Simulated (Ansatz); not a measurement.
[MoO3Br]- (MoBrO3⁻). Charge -1, multiplicity 3. Geometry r2SCAN-D4/def2-SVPD, that of the charge -1 singlet; atoms count from 1.

Cartesian coordinates in Å:
```
Mo -0.025 -0.085 -0.134
O 1.460 -0.806 -0.636
O -1.189 -1.319 0.186
O -0.613 0.957 -1.378
Br 0.367 1.253 1.962
```

In the def2 sets Mo takes a core potential; there is no spin–orbit coupling. The highest occupied level of the charge -1 triplet lies above zero (up to 0.40 eV). By energy differences its removal costs 1.52 eV (vertical, to the charge 0 doublet, at PBE0-D4/def2-TZVPD), and other spins of that charge weren't run; a positive level beside a positive removal energy at the same level points to self-interaction error. At PBE0-D4/def2-TZVPD a singlet of charge -1 lies 4.10 eV below the triplet at the same geometry.

(1) Estimate the Mulliken populations from the PBE0/def2-TZVPD orbitals of Ansatz.

(2) Where does the spin sit?

(3) And the Mayer bond orders between bonded heavy atoms (over 0.3)?

Results:

(1) 
```
atom  charge (e)  spin (α − β)  d electrons
 Mo1        1.84          0.60         3.77
  O2       -0.91          0.02            –
  O3       -0.74          0.69            –
  O4       -0.74          0.68            –
 Br5       -0.45          0.01            –
```
Mulliken values and Mayer orders depend strongly on the basis. With diffuse functions, as here, like atoms can get unlike values, and bond orders can come out too low or too high.

(2) Summed by element: Mo 0.60, O 1.39, Br 0.01, of 2 unpaired in all. Largest on single atoms: O3 0.69, O4 0.68, Mo1 0.60.

(3) Mo1–O2 1.40 (1.73 Å); Mo1–O3 1.00 (1.73 Å); Mo1–O4 1.02 (1.73 Å); Mo1–Br5 0.89 (2.52 Å).
